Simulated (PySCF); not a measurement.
Two-dimensional NMR puzzle

Compound of formula C5H3F3O. Correlations simulated from computed shifts and the bond graph:

HSQC (one-bond C–H):
```
  δH     δC
8.96  162.1
3.51   38.2
```

HMBC (two and three bonds, from the bond graph; two-bond peaks within aromatic rings are usually weak or absent):
```
  δH                          δC
8.96          175.3, 149.8, 38.2
3.51  175.3, 162.1, 149.8, 134.2
```

Carbons without hydrogens: δ 175.3, 149.8, 134.2.

[PySCF 2.14: NMR shieldings at PBE0/pcSseg-1/GIAO; geometry from GFN2-xTB; non-relativistic; rapidly exchanging positions averaged; gas phase; one conformer]

δ = σ(ref) − σ, references computed at the same level: 1H and 13C against TMS.

Exchangeable hydrogens are left out of these lists.

Assemble the structure.

Results:

SMILES O=c1cc1CC(F)(F)F.

Atom-mapped SMILES (the numbers label the heavy atoms): `[O:1]=[c:2]1[cH:3][c:4]1[CH2:5][C:6]([F:7])([F:8])[F:9]`. Each H is labelled by its parent atom.

1. δC 175.3 is C4, a unsaturated ring carbon.
2. δC 162.1 is C3, a unsaturated ring CH (δH 8.96).
3. δC 149.8 is C2, a ring carbonyl carbon.
4. δC 134.2 is C6, a CF3 carbon.
5. δC 38.2 is C5, an sp3 CH2 on an unsaturated ring (δH 3.51).
6. HMBC from δH 8.96 reaches the proton-free carbons C4, C2.
7. HMBC from δH 3.51 reaches the proton-free carbons C4, C2, C6.

The shifts were computed for this structure.

Shifts are as computed. Against solution values, carbons near 30 ppm lie about +3 ppm off and those near 130 ppm about +5 ppm (rms about the fit 2.1 ppm; single classes can miss by 10 ppm). Of 1328 compounds with measured shifts, 309 miss one by over three times the rms of a fit or turn the order of signals round; such compounds aren't used in these exercises. Signals without a measured value on file couldn't be tested in this way; 1H shifts scatter by 0.2 ppm about their fit, and single ones miss by 0.5 ppm.
